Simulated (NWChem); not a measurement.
Correlation energy of ClSi (+1)

```xyz
2

Si     0.0000     0.0000     1.0934
Cl     0.0000     0.0000    -0.9005
```
Charge +1, spin multiplicity 1.

Everything below was run with NWChem. All single points use one geometry, from PBE/def2-SVP, a minimum by its harmonic frequencies.

Basis set: def2-SVP. Each correlation energy counts from its own Hartree-Fock reference.

The correlated methods keep 10 core orbitals frozen. The structure started from a generated list of species. No row is a measurement; the coupled-cluster row has its own basis-set and correlation limits.

```tsv
method	correlation energy (mHa)
CCSD(T)	[?]
CR-CCSD(T)	-225.2
CCSD+T(CCSD)	[?]
MP2	-193.9
CCSD	-219.1
SCS-MP2	-192.0
CCSDT	[?]
CR-CCSD[T]	[?]
```

### Question
Complete the blanks.

### Answer

- CCSD(T), correlation energy (mHa): -226.5
- CCSD+T(CCSD), correlation energy (mHa): -227.1
- CCSDT, correlation energy (mHa): -227.4
- CR-CCSD[T], correlation energy (mHa): -225.7
